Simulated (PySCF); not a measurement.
ClF3H3NTi, SMILES [NH3]->[Ti]([F])([F])([F])[Cl], multiplicity 1. Atoms are numbered in the order given.

```xyz
9

Ti     0.1672    -0.3384     0.0000
F     -0.3263    -1.1071     1.4957
F      1.8465    -0.8150     0.0000
F     -0.3263    -1.1071    -1.4957
Cl     0.4359     1.8820     0.0000
N     -2.0759     0.2427     0.0000
H     -2.3135     0.7995     0.8229
H     -2.6754    -0.5855     0.0000
H     -2.3135     0.7995    -0.8229
```
Charge 0, spin multiplicity 1.

Geometry optimised at B3LYP-D3(BJ)/def2-SVP. The spin state was assumed, not searched.

Level of theory: PySCF with PBE/def2-TZVP.

ESP charges are fitted to the potential on shells at 1.4 to 2.0 van der Waals radii. Atomic charges (e):

```csv
atom,Löwdin,ESP fit
Ti1,-0.03,1.01
F2,-0.13,-0.29
F3,-0.11,-0.32
F4,-0.13,-0.29
Cl5,0.11,-0.28
N6,-0.19,-0.84
H7,0.17,0.33
H8,0.17,0.35
H9,0.17,0.33
```
